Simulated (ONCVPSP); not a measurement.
# Cutoff test, silver, ONCV

- Element: silver (Ag)
- Generator: ONCVPSP 4.0.1
- Type: optimised norm-conserving Vanderbilt (ONCV)
- Functional: PBE
- Relativity: fully relativistic
- Frozen core: [Ar] 3d10 4s2
- Valence charge: 17
- Reference configuration: 4p6 4d10 5s1
- Partial waves: 5s: rc 2.65 bohr, ncon 4, nbas 7, qcut 2.6 1/bohr, 2 projectors, debl 0.8 Ha; 4p: rc 1.30 bohr, ncon 4, nbas 7, qcut 10.9 1/bohr, 2 projectors, debl 3.8 Ha; 4d: rc 1.20 bohr, ncon 5, nbas 8, qcut 8.6 1/bohr, 2 projectors, debl 2.9 Ha
- Local potential: polynomial inside 0.85 bohr (lpopt 5, dvloc0 0 Ha)
- Core correction: Teter function, fcfact 3.25, rcfact 1

Open shells are filled in proportion to 2j + 1.

Task: For each optimised wave give the share of its norm inside rc, the residual kinetic energy above qcut (Ha) and the cutoffs (Ha) for errors of 10, 1, 0.1 and 0.01 mHa per electron.

Result:

```json
{"wave": "5s", "norm inside rc": "0.396", "residual KE": "1.4e-03", "10 mHa": "2.1", "1 mHa": "4.0", "0.1 mHa": "14.2", "0.01 mHa": "17.6"}
{"wave": "s projector 2", "norm inside rc": "0.260", "residual KE": "5.2e-03", "10 mHa": "3.1", "1 mHa": "4.6", "0.1 mHa": "13.7", "0.01 mHa": "18.0"}
{"wave": "4p j=3/2", "norm inside rc": "0.809", "residual KE": "7.1e-07", "10 mHa": "28.4", "1 mHa": "39.5", "0.1 mHa": "47.2", "0.01 mHa": "53.0"}
{"wave": "p projector 2 j=3/2", "norm inside rc": "0.048", "residual KE": "1.2e-06", "10 mHa": "13.8", "1 mHa": "36.4", "0.1 mHa": "46.3", "0.01 mHa": "53.5"}
{"wave": "4p j=1/2", "norm inside rc": "0.834", "residual KE": "7.2e-07", "10 mHa": "26.7", "1 mHa": "39.1", "0.1 mHa": "47.1", "0.01 mHa": "52.9"}
{"wave": "p projector 2 j=1/2", "norm inside rc": "0.049", "residual KE": "1.4e-06", "10 mHa": "14.0", "1 mHa": "36.0", "0.1 mHa": "46.4", "0.01 mHa": "53.8"}
{"wave": "4d j=5/2", "norm inside rc": "0.439", "residual KE": "4.0e-04", "10 mHa": "26.1", "1 mHa": "34.0", "0.1 mHa": "56.0", "0.01 mHa": "126.1"}
{"wave": "d projector 2 j=5/2", "norm inside rc": "0.071", "residual KE": "6.2e-04", "10 mHa": "25.3", "1 mHa": "35.0", "0.1 mHa": "48.5", "0.01 mHa": "182.7"}
{"wave": "4d j=3/2", "norm inside rc": "0.453", "residual KE": "4.8e-04", "10 mHa": "26.7", "1 mHa": "34.5", "0.1 mHa": "59.6", "0.01 mHa": "128.8"}
{"wave": "d projector 2 j=3/2", "norm inside rc": "0.070", "residual KE": "6.5e-04", "10 mHa": "25.6", "1 mHa": "35.2", "0.1 mHa": "47.1", "0.01 mHa": "179.1"}
```

The occupied waves need 40 Ha and 60 Ha for 1 and 0.1 mHa. Note: ghosts flagged at negative energy: s at -349.8 eV; GHOST(+) flagged for s at 51.5 eV. A true bound ghost makes a file unfit for plane-wave use.
